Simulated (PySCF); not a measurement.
**A rate constant, worked out**

An elementary step of GeH₄O, closed shell (GeH₄O ([OH2][GeH2]) → GeH₂O ([OH][GeH]) + H₂; Ge–H, H–O broken or loosened, Ge–O, H–H formed or tightened). The start structure is the reactant molecule, and the electronic barrier above it is 1.022 eV by CCSD(T) at an estimated basis limit (MP2 extrapolated from triple and quadruple zeta, plus CCSD(T) − MP2 in triple zeta). Program: PySCF 2.14 with density fitting (its default auxiliary sets; JK sets also for MP2 and CCSD(T)). Basis: def2-TZVPP and def2-QZVPP. Cores are frozen in the correlated methods. Filled d shells of the heavier atoms are correlated. The def2 sets are not built for correlating such inner shells, so the correlated values are less sure here. Extrapolation: Hartree–Fock as exp(−7.88 √X), correlation as X^−2.97. Harmonic wavenumbers (analytic Hessian with the translational sum rule) at PBE0-D4/def2-TZVP (PySCF 2.14 with density fitting (its default auxiliary sets; JK sets also for MP2 and CCSD(T))), in cm⁻¹:

Start: 115, 265, 417, 470, 650, 717, 923, 1617, 1857, 1906, 3819, 3921.

Saddle: 1274i, 518, 531, 650, 801, 862, 946, 1267, 1745, 1881, 1950, 3861.

Question: Work out the transition-state-theory rate constant at 800 K from these numbers alone (harmonic vibrations; rotation, path degeneracy and anharmonicity left out), and the Wigner tunnelling factor. Use 1 cm⁻¹ = 1.2398 × 10⁻⁴ eV and k_B = 8.617 × 10⁻⁵ eV/K.

Answer: Zero-point energies, half the sums: start 16677/2 cm⁻¹ = 1.0338 eV; saddle, real modes only, 15012/2 cm⁻¹ = 0.9306 eV.
Barrier with zero-point energy: 1.022 + 0.9306 − 1.0338 = 0.9188 eV.
k_BT = 0.06894 eV, so the barrier is 13.33 k_BT.
Vibrational partition functions from the zero-point level, ln q = −Σ ln(1 − exp(−hν/k_BT)): start 4.880, saddle 2.287.
k = (k_BT/h) exp(ln q‡ − ln q) exp(−E0/k_BT), with log₁₀(k_BT/h in s⁻¹) = 13.22: log₁₀ k = 13.22 + (-2.593 − 13.33)/2.3026 = 6.30, so k ≈ 2 × 10^(6) s⁻¹.
Wigner factor: 1 + (hν‡/k_BT)²/24 = 1 + (2.29)²/24 = 1.22. A change of 1 kcal/mol (0.043 eV) in the barrier would change k by a factor of 1.9 at this temperature.

The T1 diagnostic stays at or below 0.016.

Labels in which every atom is bracketed show which atoms are joined, not bond orders.

For scale, one of the runs: CCSD(T)/def2-TZVPP, 135 basis functions, launched by `OMP_NUM_THREADS=4 python run.py`. Hardware: 4 CPU threads of a Oxide Virtual Turin-like, shared host. Wall time 70 s; peak host memory 0.87 GiB.
